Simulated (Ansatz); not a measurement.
Relaxation of AlAsFH5 (8 atoms, charge 0, multiplicity 1), to a largest force component of 0.03 eV/Å in at most 50 steps.

All numbers below come from Ansatz, UKS PBE0-D4/def2-SVP.

```xyz
8
Properties=species:S:1:pos:R:3
Al 0.585 0.310 -0.964
F -2.082 -1.190 -0.703
H 1.381 -0.860 -1.688
H 0.056 1.590 -1.742
H -2.092 -1.057 0.200
As 0.130 0.150 1.396
H 0.573 1.563 1.734
H 1.449 -0.505 1.767
```

Task: Where does it end, and by what steps?

Result: The run converged. After 8 steps the energy has fallen by 0.379 eV; F2 moved furthest, 0.62 Å. Joined: Al1–F2.

```json
{"step": "0", "energy less start (eV)": "0.0000", "largest force component (eV/Å)": "0.948", "accepted": "yes"}
{"step": "1", "energy less start (eV)": "-0.0898", "largest force component (eV/Å)": "0.408", "accepted": "yes"}
{"step": "2", "energy less start (eV)": "-0.2105", "largest force component (eV/Å)": "0.934", "accepted": "yes"}
{"step": "3", "energy less start (eV)": "-0.3511", "largest force component (eV/Å)": "0.341", "accepted": "yes"}
{"step": "4", "energy less start (eV)": "-0.3411", "largest force component (eV/Å)": "0.550", "accepted": "no"}
{"step": "5", "energy less start (eV)": "-0.3683", "largest force component (eV/Å)": "0.218", "accepted": "yes"}
{"step": "6", "energy less start (eV)": "-0.3736", "largest force component (eV/Å)": "0.105", "accepted": "yes"}
{"step": "7", "energy less start (eV)": "-0.3781", "largest force component (eV/Å)": "0.075", "accepted": "yes"}
{"step": "8", "energy less start (eV)": "-0.3787", "largest force component (eV/Å)": "0.029", "accepted": "yes"}
```

```xyz
8
Properties=species:S:1:pos:R:3
Al 0.259 0.116 -0.970
F -1.589 -0.836 -0.839
H 1.132 -1.021 -1.653
H -0.154 1.464 -1.701
H -1.628 -0.833 0.111
As 0.087 0.077 1.504
H 0.435 1.528 1.755
H 1.458 -0.495 1.793
```

Whether the end is a true minimum wasn't checked by a vibrational analysis.

Time of the run: 30 s on 2 threads of Arm Neoverse V1 (shared host), peak memory 0.26 GiB.
